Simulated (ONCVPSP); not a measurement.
**What one change does to a pseudopotential (Si (Z = 14), ONCV)**

- Element: silicon (Si)
- Generator: ONCVPSP 4.0.1
- Type: optimised norm-conserving Vanderbilt (ONCV)
- Functional: PBE
- Relativity: non-relativistic
- Frozen core: [Ne]
- Valence charge: 4
- Reference configuration: 3s2 3p2
- Partial waves: 3s: rc 1.65 bohr, ncon 4, nbas 7, qcut 3.6 1/bohr, local; 3p: rc 1.80 bohr, ncon 3, nbas 6, qcut 4 1/bohr, 2 projectors, debl 3.9 Ha; d scattering state at 0.21 Ha: rc 1.65 bohr, ncon 3, nbas 7, qcut 5.4 1/bohr, 2 projectors, debl 0.8 Ha
- Local potential: the s channel
- Core correction: none

Change: s: nproj 1; local potential polynomial inside 1.20 bohr (lpopt 5, dvloc0 3 Ha).

Cutoffs: the cutoffs (Ha) at which the residual kinetic energy of the hardest occupied pseudo-wave falls to 1 and 0.1 mHa per electron; they do not see the model core or the augmentation charge, which bear on the density cutoff. Errors are all-electron minus pseudo energies relative to the spin-unpolarised reference configuration.

Question: What does the change do?

Answer: The potential gets neither clearly harder nor softer (8.4 Ha and 32 Ha → 8.4 Ha and 32 Ha); of the 4 tests that both files solve, the error grows in 1 and shrinks in 1 by more than 15 % and 0.3 meV (median size 3.0 → 5.6 meV); the range in which the s phases agree narrows (upper end 2.4 → 1.3); neither file shows a bound ghost.

```csv
quantity,base,changed
"cutoff, loose",8.4 Ha,8.4 Ha
"cutoff, tight",32 Ha,32 Ha
bound ghosts,none,none
GHOST(+) flags under 300 eV,none,none
"error for 3s2 3p1, meV [ΔE 7.75 eV]",-0.5,0.0
"error for 3s2 3p0, meV [ΔE 23.76 eV]",+0.6,+5.3
"error for 3s1 3p0, meV [ΔE 57.66 eV]",+75,+85
"error for 3s1 3p2, meV [ΔE 15.12 eV]",+5.4,+6.0
s: phases at 1.67 bohr within 0.05 rad from the reference energy up to (Ha; the scan ends near 5),2.4,1.3
p: phases at 1.83 bohr within 0.05 rad from the reference energy up to (Ha; the scan ends near 5),4.7,4.7
d: phases at 1.67 bohr within 0.05 rad from the reference energy up to (Ha; the scan ends near 5),4.6,4.8
```
